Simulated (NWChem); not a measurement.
Everything below was run with NWChem. System: H4AlFS, charge 0, spin multiplicity 1, at a geometry optimised with PBE0/def2-SVP. The structure started from a generated list of species. Level: B3LYP/cc-pVDZ, VWN1-RPA local correlation.

NWChem printed:

```
             Northwest Computational Chemistry Package (NWChem) 7.3.0
             --------------------------------------------------------

                                NWChem Input Module
                                -------------------

 Scaling coordinates for geometry "geometry" by  1.889725989
 (inverse scale =  0.529177249)

 Turning off AUTOSYM since
 SYMMETRY directive was detected!

                             Geometry "geometry" -> ""
                             -------------------------

 Output coordinates in angstroms (scale by  1.889725989 to convert to a.u.)

  No.       Tag          Charge          X              Y              Z
 ---- ---------------- ---------- -------------- -------------- --------------
    1 Al                  13.0000    -0.78840200     0.81713400     0.00000000
    2 H                    1.0000    -1.52386700     0.71015100    -1.40501300
    3 H                    1.0000    -1.52386700     0.71015100     1.40501300
    4 F                    9.0000     0.68210100     1.64078800     0.00000000
    5 S                   16.0000     0.29896500    -1.52087100     0.00000000
    6 H                    1.0000     1.18730300    -1.23810600    -0.97958400
    7 H                    1.0000     1.18730300    -1.23810600     0.97958400

 Effective nuclear repulsion energy (a.u.)     141.9253771156

            Nuclear Dipole moment (a.u.)
            ----------------------------
        X                 Y               Z
 ---------------- ---------------- ----------------
    -0.0000094486    -0.0000226767     0.0000000000

      Symmetry information
      --------------------

 Group name             Cs
 Group number              2
 Group order               2
 No. of unique centers     5

      Symmetry unique atoms

     1    2    4    5    6


 Summary of "ao basis" -> "" (spherical)
 ------------------------------------------------------------------------------
       Tag                 Description            Shells   Functions and Types
 ---------------- ------------------------------  ------  ---------------------
 *                          cc-pvdz                   on all atoms

                                 NWChem DFT Module
                                 -----------------

 Summary of "ao basis" -> "ao basis" (spherical)
 ------------------------------------------------------------------------------
       Tag                 Description            Shells   Functions and Types
 ---------------- ------------------------------  ------  ---------------------
 Al                         cc-pvdz                  8       18   4s3p1d
 H                          cc-pvdz                  3        5   2s1p
 F                          cc-pvdz                  6       14   3s2p1d
 S                          cc-pvdz                  8       18   4s3p1d

 Summary of "ao basis" -> "ao basis" (spherical)
 ------------------------------------------------------------------------------
       Tag                 Description            Shells   Functions and Types
 ---------------- ------------------------------  ------  ---------------------
 Al                         cc-pvdz                  8       18   4s3p1d
 H                          cc-pvdz                  3        5   2s1p
 F                          cc-pvdz                  6       14   3s2p1d
 S                          cc-pvdz                  8       18   4s3p1d

      Symmetry analysis of basis
      --------------------------

        a'         46
        a"         24

            General Information
            -------------------
          SCF calculation type: DFT
          Wavefunction type:  closed shell.
          No. of atoms     :     7
          No. of electrons :    42
           Alpha electrons :    21
            Beta electrons :    21
          Charge           :     0
          Spin multiplicity:     1
          Use of symmetry is: on ; symmetry adaption is: on
          Maximum number of iterations: 100
          AO basis - number of functions:    70
                     number of shells:    34
          Convergence on energy requested:  1.00D-06
          Convergence on density requested:  1.00D-05
          Convergence on gradient requested:  5.00D-04
[...]
     1 a'          2 a"

  Orbital symmetries:

     1 a'          2 a'          3 a'          4 a'          5 a"
     6 a'          7 a'          8 a'          9 a'         10 a"
    11 a'         12 a'         13 a'         14 a'         15 a"
    16 a'         17 a"         18 a'         19 a'         20 a"
    21 a'         22 a'         23 a'         24 a"         25 a'
    26 a'         27 a"         28 a'         29 a"         30 a'
    31 a"

------------------------------------------------------------
EAF file 0: "./mol.aoints.0" size=524288 bytes
------------------------------------------------------------
               write      read    awrite     aread      wait
               -----      ----    ------     -----      ----
     calls:        1         0         0         0         0
   data(b): 5.24e+05  0.00e+00  0.00e+00  0.00e+00
   time(s): 0.00e+00  0.00e+00  0.00e+00  0.00e+00  0.00e+00
rate(mb/s): 0.00e+00  0.00e+00
------------------------------------------------------------

   convergence    iter        energy       DeltaE   RMS-Dens  Diis-err    time
 ---------------- ----- ----------------- --------- --------- ---------  ------
 d= 0,ls=0.0,diis     1   -742.8980862453 -8.85D+02  1.71D-02  6.28D-01     2.2
 d= 0,ls=0.0,diis     2   -742.8320567477  6.60D-02  9.33D-03  1.67D+00     2.3
 d= 0,ls=0.0,diis     3   -742.9730030769 -1.41D-01  1.16D-03  1.50D-02     2.5
 d= 0,ls=0.0,diis     4   -742.9744389441 -1.44D-03  3.19D-04  1.16D-03     2.6
 d= 0,ls=0.0,diis     5   -742.9746380727 -1.99D-04  4.65D-05  1.20D-05     2.7
  Resetting Diis
 d= 0,ls=0.0,diis     6   -742.9746398607 -1.79D-06  1.60D-05  1.59D-06     2.8
 d= 0,ls=0.0,diis     7   -742.9746401090 -2.48D-07  5.06D-06  5.98D-08     3.0

         Total DFT energy =     -742.974640109023
      One electron energy =    -1311.895154691773
           Coulomb energy =      483.373755858334
    Exchange-Corr. energy =      -56.378618391170
 Nuclear repulsion energy =      141.925377115585

 Numeric. integr. density =       42.000008855448

     Total iterative time =      2.0s

                  Occupations of the irreducible representations
                  ----------------------------------------------

                     irrep           alpha         beta
                     --------     --------     --------
                     a'               16.0         16.0
                     a"                5.0          5.0

                       DFT Final Molecular Orbital Analysis
                       ------------------------------------

 Vector   19  Occ=2.000000D+00  E=-3.574082D-01  Symmetry=a'
              MO Center= -2.0D-01,  6.7D-01, -7.7D-13, r^2= 3.8D+00
   Bfn.  Coefficient  Atom+Function         Bfn.  Coefficient  Atom+Function
  ----- ------------  ---------------      ----- ------------  ---------------
    33      0.414780  4 F  py                36      0.288624  4 F  py
    51      0.227967  5 S  py                54      0.185926  5 S  py
     8     -0.168752  1 Al px                19      0.168523  2 H  s
    24      0.168523  3 H  s                  4      0.158912  1 Al s
    32      0.144625  4 F  px                 3      0.137549  1 Al s

 Vector   20  Occ=2.000000D+00  E=-3.139662D-01  Symmetry=a'
              MO Center= -3.0D-01, -2.9D-01, -6.3D-14, r^2= 4.2D+00
   Bfn.  Coefficient  Atom+Function         Bfn.  Coefficient  Atom+Function
  ----- ------------  ---------------      ----- ------------  ---------------
    51      0.404371  5 S  py                54      0.374304  5 S  py
    19     -0.182699  2 H  s                 24     -0.182699  3 H  s
    32     -0.177536  4 F  px                33      0.170506  4 F  py
     4     -0.140744  1 Al s                  3     -0.138633  1 Al s
     8      0.137144  1 Al px                36      0.127098  4 F  py

 Vector   21  Occ=2.000000D+00  E=-2.836962D-01  Symmetry=a"
              MO Center= -1.2D+00,  7.7D-01, -4.8D-14, r^2= 2.9D+00
   Bfn.  Coefficient  Atom+Function         Bfn.  Coefficient  Atom+Function
  ----- ------------  ---------------      ----- ------------  ---------------
    19      0.310497  2 H  s                 24     -0.310497  3 H  s
    10     -0.259598  1 Al pz                20      0.224644  2 H  s
    25     -0.224644  3 H  s                 34      0.207619  4 F  pz
    37      0.150170  4 F  pz                17     -0.088600  1 Al d  1
    13     -0.087481  1 Al pz                15      0.037940  1 Al d -1

 Vector   22  Occ=0.000000D+00  E=-2.217985D-02  Symmetry=a"
              MO Center=  6.6D-01, -1.4D+00,  9.8D-14, r^2= 2.8D+00
   Bfn.  Coefficient  Atom+Function         Bfn.  Coefficient  Atom+Function
  ----- ------------  ---------------      ----- ------------  ---------------
    55      0.943054  5 S  pz                62      0.874591  6 H  s
    67     -0.874591  7 H  s                 52      0.364550  5 S  pz
    61      0.288771  6 H  s                 66     -0.288771  7 H  s
    59      0.154350  5 S  d  1              15     -0.051119  1 Al d -1
    20      0.051051  2 H  s                 25     -0.051051  3 H  s

 Vector   23  Occ=0.000000D+00  E=-1.394451D-02  Symmetry=a'
              MO Center=  6.3D-01, -8.8D-01, -8.1D-14, r^2= 5.1D+00
   Bfn.  Coefficient  Atom+Function         Bfn.  Coefficient  Atom+Function
  ----- ------------  ---------------      ----- ------------  ---------------
    46      1.142599  5 S  s                 62     -0.799692  6 H  s
    67     -0.799692  7 H  s                 53      0.573858  5 S  px
    12      0.376716  1 Al py                54      0.305061  5 S  py
    50      0.220018  5 S  px                45      0.185109  5 S  s
    61     -0.171135  6 H  s                 66     -0.171135  7 H  s

 Vector   24  Occ=0.000000D+00  E= 1.815141D-02  Symmetry=a'
              MO Center= -6.9D-01,  1.0D+00, -2.8D-14, r^2= 5.6D+00
   Bfn.  Coefficient  Atom+Function         Bfn.  Coefficient  Atom+Function
  ----- ------------  ---------------      ----- ------------  ---------------
    12      0.818666  1 Al py                53     -0.522601  5 S  px
    62      0.492776  6 H  s                 67      0.492776  7 H  s
     9      0.332034  1 Al py                46     -0.287305  5 S  s
     4      0.249339  1 Al s                 50     -0.202262  5 S  px
    31     -0.175685  4 F  s                 14     -0.119577  1 Al d -2

 center of mass
 --------------
 x =   0.01306164 y =   0.08137420 z =   0.00000000

 moments of inertia (a.u.)
 ------------------
         546.313781444577          56.514342222950           0.000000000000
          56.514342222950         149.625553246791           0.000000000000
           0.000000000000           0.000000000000         653.706469346599

     Multipole analysis of the density
     ---------------------------------

     L   x y z        total         alpha         beta         nuclear
     -   - - -        -----         -----         ----         -------
     0   0 0 0     -0.000000    -21.000000    -21.000000     42.000000

     1   1 0 0      0.582243      0.291126      0.291126     -0.000009
     1   0 1 0     -1.282852     -0.641415     -0.641415     -0.000023
     1   0 0 1     -0.000000     -0.000000     -0.000000      0.000000

     2   2 0 0    -24.810167    -50.189918    -50.189918     75.569668
     2   1 1 0     -3.063518     17.540766     17.540766    -38.145049
     2   1 0 1      0.000000      0.000000      0.000000      0.000000
     2   0 2 0    -25.567332   -144.900708   -144.900708    264.234084
     2   0 1 1      0.000000      0.000000      0.000000      0.000000
     2   0 0 2    -24.933356    -22.942918    -22.942918     20.952480

 Task  times  cpu:        3.0s     wall:        3.0s

 Total times  cpu:        3.0s     wall:        3.0s
```

Write an NWChem input that would produce this output.

Several could match; the one computed here: 
```
start mol
memory heap 200 mb stack 900 mb global 1100 mb
geometry units angstroms nocenter noautoz
  Al    -0.788402     0.817134     0.000000
  H     -1.523867     0.710151    -1.405013
  H     -1.523867     0.710151     1.405013
  F      0.682101     1.640788     0.000000
  S      0.298965    -1.520871     0.000000
  H      1.187303    -1.238106    -0.979584
  H      1.187303    -1.238106     0.979584
  symmetry group Cs
end
basis spherical
  * library cc-pvdz
end
dft
  xc b3lyp
  semidirect memsize 60000000 filesize 0
  iterations 100
end
task dft energy
```
